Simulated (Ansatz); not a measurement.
In₂O₄H₂. The state is a singlet with charge 0. Geometry B3LYP-D4/def2-SVP, basis def2-TZVP, Ansatz.

```xyz
8

In   -0.927    0.410   -0.420
In    1.876   -0.777    0.955
O     1.044    0.136   -1.274
O     0.771   -1.274   -1.508
O    -0.118   -1.599   -0.402
O     0.021    0.693    1.411
H    -2.387    1.150   -0.893
H    -0.281    1.260    2.132
```

| run | HOMO (eV) | LUMO (eV) |
| --- | --- | --- |
| A | -6.22 | -0.98 |
| B | -5.04 | -1.46 |
| C | -4.75 | -1.76 |
| D | -8.49 | 0.34 |
| E | -8.78 | 0.81 |

In the def2 sets In takes a core potential; there is no spin–orbit coupling. LC-ωPBE has ω = 0.4 bohr⁻¹. The structure holds 2 bonds between oxygen atoms, so isomers without such links may lie far lower. Another isomer (singlet) lies 3.64 eV lower at PBE0-D4/def2-TZVP; other spin states weren't run for this one.

**Question.** The runs used LC-ωPBE, PBE, PBE0, r2SCAN, ωB97M-V. Estimate which is which.

**Answer.** A PBE0 (25 % exact exchange); B r2SCAN (0 % exact exchange); C PBE (0 % exact exchange); D ωB97M-V (range-separated); E LC-ωPBE (range-separated). Exact exchange lowers occupied and raises empty levels; among semilocal functionals meta-GGAs tend to open the gap a little, and such runs are hard to tell apart. The gap grows from 3.00 eV (PBE) to 9.59 eV (LC-ωPBE).
